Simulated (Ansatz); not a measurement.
```xyz
2

Cu    0.0000    0.0000   -0.0531
H     0.0000    0.0000    1.5411
```

Basis set: 6-31G* (spherical functions). Frozen core: 5 orbitals. Charge 0, multiplicity 1.

Computed with Ansatz (development build ahead of 0.2.0); each method stands on the lowest determinant of its kind that the runs found. Restricted open shells among the atoms or ions are ROHF, correlated in semicanonical orbitals with singles.

The atomization energy at this shape (free ground-state atoms in the same class of orbitals less the molecule, no zero-point energy) of singlet CuH:

```csv
method,atomization energy
RHF,-0.11 eV
```

(1) What does RHF-MP2 give?

## Answers

(1) 2.31 eV. Caution: the shape is not the minimum.
